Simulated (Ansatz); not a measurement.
The pair A = GeH4 (SMILES [GeH4]) (first 5 atoms), B = GeH4 (SMILES [GeH4]); geometry from B3LYP-D3(BJ)/def2-TZVP.
(charge 0, multiplicity 1):
```xyz
10

Ge     0.12721    -0.06568     0.38920
H      0.50712     0.36237    -1.03629
H      1.20839    -0.99935     0.95174
H     -1.22211    -0.79754     0.36393
H      0.01642     1.17908     1.28262
Ge    -0.12669     0.06541     4.51068
H      1.34765     0.25097     4.12551
H     -0.77814    -0.94708     3.55679
H     -0.85921     1.41057     4.40421
H     -0.22084    -0.45875     5.95167
```

Correlated levels freeze the cores. Filled d and f shells under p-block atoms count as core. MP2 and its Hartree–Fock in aug-cc-pVTZ are density fitted.

The values were computed with Ansatz (Gaussian basis) for Hartree–Fock, density functionals and correlated methods. 

The counterpoise-corrected interaction energy is E(AB) − E(A in the pair's basis) − E(B in the pair's basis). Total energies (hartree):

```tsv
level	AB	A in the pair's basis	B in the pair's basis
HF/aug-cc-pVDZ	-4155.2869705	-2077.6441941	-2077.6441930
MP2/aug-cc-pVDZ	-4155.5256552	-2077.7623251	-2077.7623247
HF/aug-cc-pVTZ	-4155.4349635	-2077.7181788	-2077.7181790
MP2/aug-cc-pVTZ	-4155.7202049	-2077.8594183	-2077.8594186
CCSD(T)/aug-cc-pVDZ	-4155.5927264	-2077.7958240	-2077.7958234
```

Q: Work out the counterpoise-corrected interaction energy at the basis-set limit: extrapolate the MP2 correlation part as X⁻³, take Hartree–Fock from the larger set, and add the CCSD(T) − MP2 difference of aug-cc-pVDZ.

A: 
1. Differences (1 hartree = 627.509 kcal/mol): HF/aug-cc-pVDZ 0.889; MP2/aug-cc-pVDZ -0.631; HF/aug-cc-pVTZ 0.875; MP2/aug-cc-pVTZ -0.858; CCSD(T)/aug-cc-pVDZ -0.677.
2. Correlation parts, MP2 less HF: -1.520 in aug-cc-pVDZ (X = 2), -1.733 in aug-cc-pVTZ (X = 3).
3. Limit (3³·(-1.733) − 2³·(-1.520))/(3³ − 2³) = -1.823; with HF/aug-cc-pVTZ it gives -0.948.
4. CCSD(T) less MP2 in aug-cc-pVDZ: -0.046.
Result: -0.99 kcal/mol, against -0.63 at MP2/aug-cc-pVDZ. It is an estimate of this method's limit, not of the exact value.

Ansatz is an electronic-structure program.
